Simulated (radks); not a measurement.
Trend from Li to Ne: ionisation energy by Delta-SCF between NIST ground configurations, and size. All-electron calculation, Dirac Kohn-Sham, PBE, spin-unpolarised, spherical densities, finite nucleus; open shells fill j = l - 1/2 first; Fermi nuclear charge, rms radius of each element as measured or else 0.836 A^(1/3) + 0.57 fm. Program: a radial shooting solver on a logarithmic mesh with Libxc functionals.

| species | configuration | IE (eV) | NIST (eV) | kind | outermost | <r> outermost (bohr) |
|---|---|---|---|---|---|---|
| Li | [He] 2s1 | 5.296 | 5.392 | exp. | 2s1/2 | 3.91 |
| Be | [He] 2s2 | 9.551 | 9.323 | exp. | 2s1/2 | 2.60 |
| B | [He] 2s2 2p1 | 8.222 | 8.298 | exp. | 2p1/2 | 2.30 |
| C | [He] 2s2 2p2 | 10.865 | 11.260 | exp. | 2p1/2 | 1.80 |
| N | [He] 2s2 2p3 | 13.578 | 14.534 | exp. | 2p3/2 | 1.48 |
| O | [He] 2s2 2p4 | 16.411 | 13.618 | exp. | 2p3/2 | 1.27 |
| F | [He] 2s2 2p5 | 19.362 | 17.423 | exp. | 2p3/2 | 1.11 |
| Ne | [Ne] | 22.436 | 21.565 | exp. | 2p3/2 | 0.983 |

Reference values: NIST Atomic Spectra Database (exp. = measured, semi-emp. = semi-empirical, theory = theoretical value adopted there). Spin polarisation and multiplet splitting are left out, so open shells lie too high by an amount that depends on their filling.

Beside tabulated values, note that spin-unpolarised runs miss the spin-polarisation part of the exchange energy of open shells.
